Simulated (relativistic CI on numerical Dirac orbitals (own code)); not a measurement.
# One change at a time: Os66+

Base calculation: Dirac-Coulomb-Breit CI, orbitals from a KLI potential per configuration, QED by a radiative potential, unscaled Slater integrals.

CI space (outside the closed core 1s2): 2s²2p⁶, 2s²2p⁵3s, 2s²2p⁵3p, 2s²2p⁵3d, 2s2p⁶3s, 2s2p⁶3p, 2s2p⁶3d, 2s²2p⁵4s, 2s²2p⁵4p, 2s²2p⁵4d, 2s²2p⁵4f, 2s²2p⁴3s², 2s²2p⁴3s3p, 2s2p⁶4s, 2s2p⁶4p, 2s²2p⁴3s3d. Levels of other configurations are missing.

Variants: (1) QED terms removed; (2) one mean potential for all configurations. Shifts of the energy above 2s²2p⁶ ¹S0, in eV, for the lowest level and the first level of each name with at least 55 % of one term (blank where a level changes its place among those of its configuration and J or its character, or is not in the variant):

```tsv
Level	Base	Δ(1)	Δ(2)
2s²2p⁶ ¹S0	0.0	0.0	0.0
2s²2p⁵3s ³P°2	8767.1	-2.9	-2.0
2s²2p⁵3s ¹P°1	8776.0	-2.9	-2.0
2s²2p⁵3p ³D3	9352.9	+2.1	-2.1
2s²2p⁵3p ¹P1	9353.4	+2.1	-2.1
2s²2p⁵3p ³P2	9366.5	+2.1	-2.0
2s²2p⁵3p ¹S0	9426.3	+2.1	-1.2
2s²2p⁵3d ³P°0	9517.4	+3.2	-2.3
2s²2p⁵3d ³P°1	9527.8	+3.2	-2.3
2s²2p⁵3d ³F°4	9623.1	+2.9	-2.2
2s²2p⁵3d ³D°3	9641.0	+2.9	-2.2
2s²2p⁵3d ¹P°1	9671.1	+2.9	-2.1
2s²2p⁵3s ³P°0	10336.6	-4.2	-1.8
2s²2p⁵3s ³P°1	10340.0	-4.2	-1.7
```

At this charge energies of transitions that change n are usually good to better than 1 %, and those within a shell (Δn = 0) to a few per cent.

Ionisation energy from the two ground configurations alone: base 16553.5 eV. The NIST ASD value (theoretical) is 16560 eV.

LS names give the leading component of a level, which can be under half, so a name can repeat, a term be missing and a line seem to break the LS rules.
